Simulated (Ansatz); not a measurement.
AgF, SMILES [F][Ag], multiplicity 1.

Geometry: B3LYP-D3(BJ)/def2-TZVPD. The spin state was assumed, not searched. The def2 effective core potentials stand for the cores of Ag; spin–orbit coupling is left out.

Two levels are set side by side: PBE/def2-TZVPD (Ansatz, an electronic-structure program) and PBE0/def2-TZVPD (Ansatz). Energy differences of separate SCF runs at the same geometry; the states with an electron removed or added have multiplicity 2 and 2. Differences are taken from unrounded values.

| quantity | PBE0 |
|---|---|
| vertical ionisation energy (eV) | 10.65 |
| vertical electron affinity (eV) | 1.36 |
| vertical singlet–triplet gap (eV) | 2.67 |

Q: What does PBE give, and how far is it from PBE0? (Estimate from the structure and the level; the computed values follow.)

A: 
```csv
quantity,PBE,PBE minus PBE0
vertical ionisation energy (eV),10.77,0.12
vertical electron affinity (eV),1.45,0.09
vertical singlet–triplet gap (eV),2.51,-0.16
```
